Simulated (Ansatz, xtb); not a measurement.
**Two isomers of C3HClFN2−**

Structure I is `Fc1c[n-]c(Cl)n1`, a singlet and structure II is `Fc1nc[n-]c1Cl`, a singlet. Both are isolated ions in the gas phase, relaxed with B3LYP-D3(BJ)/def2-SVPD.

Quicker runs give these differences E(II) − E(I): GFN2-xTB +3.19 kcal/mol; HF/STO-3G +0.26 kcal/mol (at GFN2-xTB geometries); r2SCAN-D4/def2-SVPD +1.56 kcal/mol (at GFN2-xTB geometries).

Question: Estimate E(II) − E(I) at the level CCSD(T)/def2-SVPD + ΔMP2/def2-TZVPPD.

Answer: Calculated at CCSD(T)/def2-SVPD + ΔMP2/def2-TZVPPD: E(II) − E(I) = +1.75 kcal/mol, so structure I lies lower.

Level by level:

```csv
level,geometry,E(II) − E(I) (kcal/mol),departure from the last row (kcal/mol),"job, with rough time for the two"
GFN2-xTB,GFN2-xTB,+3.19,+1.44,"optimisation, 0.088 s"
HF/STO-3G,GFN2-xTB,+0.26,−1.49,"single point, 0.2 s"
r2SCAN-D4/def2-SVPD,GFN2-xTB,+1.56,−0.18,"single point, 3.2 s"
B3LYP-D3(BJ)/def2-SVPD,B3LYP-D3(BJ)/def2-SVPD,+1.88,+0.14,"optimisation, 22 s"
HF/def2-SVPD,B3LYP-D3(BJ)/def2-SVPD,+2.32,+0.57,part of the CCSD(T) run
MP2/def2-SVPD,B3LYP-D3(BJ)/def2-SVPD,+1.93,+0.18,part of the CCSD(T) run
CCSD(T)/def2-SVPD,B3LYP-D3(BJ)/def2-SVPD,+1.85,+0.10,single point
CCSD(T)/def2-SVPD + ΔMP2/def2-TZVPPD,B3LYP-D3(BJ)/def2-SVPD,+1.75,,"single point, 65 s"
```

As drawn, both hold the same kinds of bond in the same numbers.

HF/STO-3G finds them nearly level. The largest departure from CCSD(T)/def2-SVPD + ΔMP2/def2-TZVPPD is that of HF/STO-3G, 1.49 kcal/mol. The last row adds to CCSD(T) the change of the MP2 difference between the two basis sets, here −0.10 kcal/mol.

With thermal terms from frequencies at re-optimised GFN2-xTB minima (ideal gas, soft modes damped towards free rotors, one conformer each, 298.15 K, 1 atm): on the last row, ΔE + ΔZPE = +1.81, ΔH = +1.83, ΔG = +1.74 kcal/mol.

The correlated steps freeze 11 core orbitals. Programs: Ansatz 0.2.0, xtb 6.7.1; the last row on 4 threads of Arm Neoverse V2 on a shared host.
